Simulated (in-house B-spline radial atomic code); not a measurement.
**KLI/ALDAx excitations of Zr V (Zr4+)**

Method: KLI/ALDAx. Computed with a B-spline radial code for spherical atoms: linear response of the closed shell [Ar] 3d10 4s2 4p6 with the adiabatic LDA exchange kernel on the exchange-only KLI potential; non-relativistic, point nucleus, no spin-orbit coupling, no double excitations, S, P, D and F terms only; shells from n = 2 respond. Only terms of natural parity with L up to 3 were computed.

Without relativity these are model numbers for so heavy an element.

Command:
```bash
python run_td.py task.json out
```
Settings (radii: box in bohr, nucleus in fm):
```
Z                        40
electrons                36
configuration            [Ar] 3d10 4s2 4p6
hamiltonian              nr
method                   kli
box_radius               19.1
intervals                77
```

Cost of the run: 3.3 s on 1 thread of Arm Neoverse N1, on a shared host.

The lowest states, in the order of their Tamm-Dancoff energies; the method's threshold (minus the highest occupied level) is 80.19 eV. Labels give the largest channel, * marks a mixed state, and oscillator strengths are full-response dipole values. Semilocal kernels can invert the small singlet-triplet splittings of Rydberg terms. Energies in eV:

```csv
state,full response,Tamm-Dancoff,oscillator strength
4p → 4d 3P,?,?,-
4p → 4d 3F,30.00,30.07,-
4p → 4d 1F,?,?,-
4p → 5s 3P,39.61,39.62,-
```

Where does 4p → 4d 1F lie?

At 32.33 eV in full response, 32.37 eV in Tamm-Dancoff.

Where does 4p → 4d 3P lie?

At 29.289 eV in full response, 29.375 eV in Tamm-Dancoff.

How large is the singlet-triplet splitting of 4p → 4d (F terms) in Tamm-Dancoff?

2.29 eV, from the unrounded values.

What polarisabilities and dispersion coefficient does the method give?

Dipole 3.059 bohr³, quadrupole 6.253 bohr⁵, C6 11.08 hartree·bohr⁶ for two such species.
